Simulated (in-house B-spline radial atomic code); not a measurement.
Radial electron density of Ge VI (Ge5+), [Ar] 3d9. Method: non-relativistic LC-wPBE, spin-polarised, spherical fractional occupations, exact exchange averaged over the configuration, point nucleus. Calculated with a radial B-spline atomic code at the basis-set limit.

Columns: r (bohr), 4πr²n(r) (electrons per bohr), bar.

```
 0.00214    1.128 #
 0.00255    1.561 ##
 0.00303    2.137 ##
 0.00362    2.937 ###
 0.00431    3.984 ####
 0.00514    5.373 #####
 0.00612    7.154 #######
  0.0073    9.439 #########
  0.0087    12.26 ############
  0.0104    15.72 ###############
  0.0124    19.68 ###################
  0.0147     23.9 #######################
  0.0175    28.37 ############################
  0.0209    32.69 ################################
  0.0249    36.18 ###################################
  0.0297    38.37 #####################################
  0.0354    38.83 ######################################
  0.0422    37.55 ####################################
  0.0503    35.07 ##################################
  0.0599    32.58 ################################
  0.0714    31.52 ###############################
  0.0852    33.08 ################################
   0.101    37.05 ####################################
   0.121    42.21 #########################################
   0.144    45.28 ############################################
   0.172    43.95 ###########################################
   0.205    37.92 #####################################
   0.244    29.93 #############################
   0.291    23.97 #######################
   0.347    22.84 ######################
   0.413    25.48 #########################
   0.493    28.08 ###########################
   0.587    27.11 ##########################
     0.7    22.02 #####################
   0.834    14.96 ###############
   0.994    8.504 ########
    1.18    4.116 ####
    1.41    1.608 ##
    1.68   0.5242 #
    2.01   0.1307 
    2.39  0.02559
```

On this grid the curve has 3 maxima, near 0.0354, 0.144, 0.493 bohr.

The 3p down radial function P(r) = rR(r), positive near the nucleus:

```csv
r (bohr),P
0.00214,0.001614
0.00303,0.003191
0.00431,0.006325
0.00612,0.01239
0.0087,0.02402
0.0124,0.046
0.0175,0.08444
0.0249,0.1519
0.0354,0.2595
0.0503,0.4121
0.0714,0.5883
0.101,0.7126
0.144,0.6445
0.205,0.2337
0.291,-0.4798
0.413,-1.154
0.587,-1.339
0.834,-0.9647
1.18,-0.4386
1.68,-0.1103
2.39,-0.01272
```
